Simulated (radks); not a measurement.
Q: The mean radii <r> (bohr) of the occupied orbitals of an atom or ion are listed with their occupations. Method: scalar-relativistic Kohn-Sham, PBEsol, spin-polarised, spherical densities, finite nucleus; Fermi nuclear charge, rms radius of each element as measured or else 0.836 A^(1/3) + 0.57 fm; computed with a radial shooting solver on a logarithmic mesh with Libxc functionals.

orbital  occ.      <r>
1s up       1  0.01726

Name the element and its charge. Open shells, if any, are filled with parallel spins first.

A: Z = 77, iridium, charge +76: Ir76+ in 1s1. The 1s radius gives Z: for a bare nucleus <r> = (2 gamma + 1)/(2Z) with gamma = sqrt(1 - (Z/c)^2), 0.01724 bohr for Z = 77, and the self-interaction of the functional makes it slightly larger (0.01726 here). The occupations add up to 1, and the charge is Z minus that.
